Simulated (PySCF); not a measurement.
C7H4BF2N.
Atom-mapped SMILES: `[N:1]#[C:2][c:3]1[cH:4][cH:5][c:6]([B:7]([F:8])[F:9])[cH:10][cH:11]1` (hydrogens: H12 on C4; H13 on C5; H14 on C10; H15 on C11)

All values: wB97X-D/def2-SVPD (PySCF, non-relativistic), on one gas-phase PBE0-D3(BJ)/def2-SVP geometry that isn't relaxed in the solvent. The solvent is an IEF-PCM continuum (Bondi radii, 1.10 Å for H, scaled by 1.2). The model holds no explicit solvent molecules, cavitation or dispersion.

Gas phase at wB97X-D/def2-SVPD: HOMO -10.02 eV, LUMO -0.91 eV, dipole 2.35 D.

Task: What does the continuum do to the energy, the frontier levels and the dipole at wB97X-D/def2-SVPD in acetone and water?

Result: 
```csv
solvent,ε,E(solvent) − E(gas) (kJ/mol),polarisation term (kJ/mol),distortion of the solute (kJ/mol),HOMO (eV),LUMO (eV),dipole (D)
acetone,20.49,-27.84,-33.10,5.26,-9.81,-0.67,3.24
water,78.36,-29.51,-35.42,5.91,-9.80,-0.66,3.29
```

Polarisation term: ½ Σ q·V over the induced surface charges. Distortion: the rise of the solute's own energy as its density leaves the gas-phase optimum. The atom shares or the degeneracy of the HOMO differ from the gas phase in acetone and water, so that column needn't follow one orbital. From acetone to water the lowering changes by a factor 1.06, Onsager's factor (ε − 1)/(2ε + 1) by 1.06 and ε itself by 3.8.

Task: Which radius a makes the point-dipole formula ΔE = −[(ε − 1)/(2ε + 1)]·μ²/a³ give the value in water, with the gas-phase dipole?

Result: μ = 0.924 au and |ΔE| = 0.01124 Eh give a = 1.77 Å; the farthest nucleus lies 4.21 Å from the centroid of the nuclei, so such a sphere wouldn't even hold the nuclei. The formula assumes a rigid point dipole at the centre of a sphere.

Task: How does the static polarisability (wB97X-D/def2-SVPD, frozen core, with the continuum's full static response) change?

Result: 
```
 medium  isotropic (au)  principal values (au)  ⟨r²⟩ of the electrons (bohr²)
    gas            99.0      56.2, 94.2, 146.7                         2092.2
acetone           134.0     75.6, 132.0, 194.4                         2096.4
  water           136.7     77.7, 135.0, 197.4                         2096.6
```

The isotropic value in water is 1.38 times the gas-phase one; no cavity-field correction is applied. ⟨r²⟩ is taken about the centre of nuclear charge.

The values belong to the conformer `[N:1]#[C:2][c:3]1[cH:4][cH:5][c:6]([B:7]([F:8])[F:9])[cH:10][cH:11]1`: C5–C6–B7–F8 179°.

The pairwise dispersion term of wB97X-D wasn't added to the energies; at a given geometry it leaves orbitals and properties as they are.
